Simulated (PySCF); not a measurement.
**Telling isomers of C7H13NOSi apart by NMR**

PySCF 2.14 calculation with GFN2-xTB geometry and shieldings: GIAO PBE0/pcSseg-1; one computed conformer, no relativistic terms, fast rotation and ring inversion assumed for equivalent nuclei, gas phase.

Chemical shifts δ = σref − σ; $^{1}$H, $^{13}$C against TMS, all at this level. Where no couplings were computed, multiplicities follow the n + 1 count of equivalent neighbours, and m marks all less simple cases (inequivalent or close neighbours, rings, F or P nearby). Acid and N–H amide carbonyl carbons lie up to 10 ppm further downfield in solution (hydrogen bonding). Shifts are as computed. Against solution values, carbons near 30 ppm lie about +3 ppm off and those near 130 ppm about +5 ppm. Of 1211 compounds with measured shifts, 218 miss one by over three times the rms of a fit or turn the order of signals round; such compounds aren't used in these exercises. OH and NH positions are gas-phase values without hydrogen bonding to other molecules.

(1) Tabulate the signals of `CC(C)(C)O[SiH2]/C=C\C#N`, `C[SiH2]CC(=O)NC1=CCC1`, `CC(C)O[Si@H]1C[C@@H](C#N)C1`, `C/C(C#N)=C\[Si@@H](O)C(C)C` and their relative energies.

(2) What is the quickest way to tell CC(C)(C)O[SiH2]/C=C\C#N from C[SiH2]CC(=O)NC1=CCC1?

(3) What is the quickest way to tell C[SiH2]CC(=O)NC1=CCC1 from C/C(C#N)=C\[Si@@H](O)C(C)C?

(4) What is the quickest way to tell CC(C)O[Si@H]1C[C@@H](C#N)C1 from C/C(C#N)=C\[Si@@H](O)C(C)C?

Results:

(1) 
| SMILES | carbon types | δC | δH | E rel. (kcal/mol) |
| --- | --- | --- | --- | --- |
| CC(C)(C)O[SiH2]/C=C\C#N | 2×C 2×CH 3×CH3 | 161.2, 123.8, 123.8, 74.7, 31.7 | 6.87 (m, 1H), 6.39 (d, 1H), 5.35 (d, 2H), 1.53 (s, 9H) | 14.6 |
| C[SiH2]CC(=O)NC1=CCC1 | 2×C 1×CH 3×CH2 1×CH3 | 170.9, 146.6, 106.2, 34.9, 27.6, 26.4, -8.5 | 6.24 (br, 1H), 4.88 (t, 1H), 4.28 (m, 2H), 3.23 (m, 2H), 2.40 (m, 2H), 1.66 (t, 2H), 0.35 (t, 3H) | 19.8 |
| CC(C)O[Si@H]1C[C@@H](C#N)C1 | 1×C 2×CH 2×CH2 2×CH3 | 129.2, 71.3, 30.3, 27.7, 13.4 | 5.36 (m, 1H), 3.98 (sept, 1H), 2.41 (m, 1H), 2.05 (m, 2H), 1.92 (m, 2H), 1.31 (d, 6H) | 6.2 |
| C/C(C#N)=C\[Si@@H](O)C(C)C | 2×C 2×CH 3×CH3 | 148.6, 138.8, 125.0, 24.1, 23.2, 18.6, 17.6 | 6.60 (d, 1H), 5.30 (m, 1H), 2.43 (s, 3H), 1.15 (m, 3H), 1.09 (br s, 1H), 1.03 (m, 1H), 0.96 (m, 3H) | 0.0 |

Energies are electronic energies at PBE0/pcSseg-1 on these geometries, without zero-point or thermal terms, each for the one conformer computed, which needn't be the lowest.

(2) Count the carbon signals: 5 against 7. The first has a fully substituted sp3 carbon bonded to O (C) at 74.7 ppm, the second an allylic sp3 CH2 at 34.9 ppm. Their most deshielded carbons lie at 161.2 and 170.9 ppm. In the proton spectra the most deshielded non-exchanging signals are 6.87 (m, 1H) and 4.88 (t, 1H).

(3) Both give the same number of carbon signals, but DEPT or the intensities differ. The first has an allylic sp3 CH2 at 34.9 ppm, the second an sp3 CH bonded to Si at 23.2 ppm. Their most deshielded carbons lie at 170.9 and 148.6 ppm. In the proton spectra the most deshielded non-exchanging signals are 4.88 (t, 1H) and 6.60 (d, 1H).

(4) Count the carbon signals: 5 against 7. The first has an sp3 CH2 bonded to Si at 30.3 ppm, the second an alkene CH at 148.6 ppm. Their most deshielded carbons lie at 129.2 and 148.6 ppm. In the proton spectra the most deshielded non-exchanging signals are 5.36 (m, 1H) and 6.60 (d, 1H).
